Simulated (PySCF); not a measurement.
# Working out the ionisation energy of I

I [Kr] 4d10 5s2 5p5 (2P) → I⁺ [Kr] 4d10 5s2 5p4 (3P). Computed with PySCF 2.14 in def2-QZVPPD with the def2 core potential (28 electrons) (8s7p5d4f1g, 91 functions), with a scalar-relativistic core potential. Frozen: nothing. Energies in hartree (1 hartree = 27.21139 eV):

| part | I (lower) | I⁺ (upper) |
| --- | --- | --- |
| UHF | -296.659739 | -296.308966 |
| MP2 opposite-spin | -0.524905 | -0.498700 |
| MP2 same-spin | -0.278787 | -0.269770 |

Question: What does Hartree-Fock give?

Answer: (-296.308966) − (-296.659739) = 0.350773 hartree = 9.545 eV.

Question: What do MP2 and SCS-MP2 (6/5 opposite-spin, 1/3 same-spin) give?

Answer: The opposite-spin parts differ by 0.713 eV and the same-spin parts by 0.245 eV. MP2: 9.545 + (0.713) + (0.245) = 10.503 eV. SCS-MP2: 9.545 + 1.2 × (0.713) + (0.245)/3 = 10.482 eV.

Measured between the centres of the two terms (NIST): 10.519 eV, so MP2 (valence and next inner shell) is off by -0.016 eV.

What remains against the reference includes basis incompleteness and correlation beyond second order.
